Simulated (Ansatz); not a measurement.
Abridged output of a molecular run in Ansatz:

```
Functional definition: HF
1989 factors; integrals over basis functions are off by at most 9.3e-4 eV
mean field evaluation 1: about -9351.5383 eV, gradient 4.9e1 eV
mean field evaluation 2: about -9351.9197 eV, gradient 4.9e1 eV
mean field evaluation 4: about -9357.3575 eV, gradient 6.4e0 eV
mean field evaluation 8: about -9357.4809 eV, gradient 5.5e-1 eV
mean field evaluation 16: about -9357.4829 eV, gradient 2.1e-6 eV
mean field -9357.48288472 eV, -343.8811532838 hartree, gradient 2.1e-6 eV, S^2 0.000000; 0 other end points of the search recorded, 0 dependent functions left out
7 core orbitals not correlated: weight in the atoms' cores, before any rotation towards them, 1.000 or more for the frozen orbitals, at most 0.000 for the correlated occupied ones
reference -9357.48288472 eV, -343.8811532838 hartree; 20, 20 occupied and 302, 302 virtual orbitals, 1989 factors
second order -35.12933598 eV of doubles, -0.00000000 eV of singles
cycle   1  -35.08709437 eV  change    4.2e-2 eV  update   1.3e-1
cycle   2  -35.94857598 eV  change   -8.6e-1 eV  update   4.1e-2
cycle   3  -36.16076308 eV  change   -2.1e-1 eV  update   2.1e-2
cycle   4  -36.14332605 eV  change    1.7e-2 eV  update   5.2e-3
cycle   5  -36.14129166 eV  change    2.0e-3 eV  update   2.4e-3
cycle   6  -36.14251213 eV  change   -1.2e-3 eV  update   7.9e-4
cycle   7  -36.14213651 eV  change    3.8e-4 eV  update   3.1e-4
cycle   8  -36.14196737 eV  change    1.7e-4 eV  update   1.1e-4
cycle   9  -36.14201769 eV  change   -5.0e-5 eV  update   4.4e-5
cycle  10  -36.14203733 eV  change   -2.0e-5 eV  update   2.0e-5
perturbative correction -1.55928575 eV, -0.0573026944 hartree
Total energy: -9395.18420780 eV, -345.2666513522 hartree
```

Its atoms:

```xyz
15

C    -0.126   -1.801    0.128
C    -0.422   -0.535   -0.642
C    -0.927    0.622    0.226
C     0.354    1.360    0.572
C     1.287    1.011   -0.567
O     2.315    1.536   -0.868
O     0.787   -0.044   -1.245
H     0.361   -2.535   -0.515
H    -1.054   -2.236    0.508
H     0.532   -1.601    0.978
H    -1.104   -0.750   -1.467
H    -1.591    1.265   -0.355
H    -1.480    0.265    1.095
H     0.256    2.441    0.655
H     0.813    1.002    1.497
```

Q: Which basis set was used?
A. def2-SVP
B. def2-SVPD
C. cc-pV(D+d)Z
D. def2-TZVPP

A: D. It gives 329 functions.

Q: Write the keys of the input that set method, charge and spin (a neutral closed shell needs none for the last two).

A: 
```yaml
correlation: {method: ccsd_t}
```
